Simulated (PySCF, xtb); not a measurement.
1,1-dichloro-1-fluoropropane (C3H5Cl2F), SMILES CCC(F)(Cl)Cl.

xtb with GFN2-xTB at its own geometry gives an orbital gap of 6.18 eV and a dipole moment of 2.34 D.

The structure is a stationary point at ωB97X-D3(BJ)/def2-SVP. Other conformers were not sampled.

Problem. What does HF/def2-TZVP (PySCF) give? (Estimate from the structure and the level; the computed values follow.)

Solution. gap 15.93 eV (levels -12.20 and 3.72 eV), dipole 2.27 D.
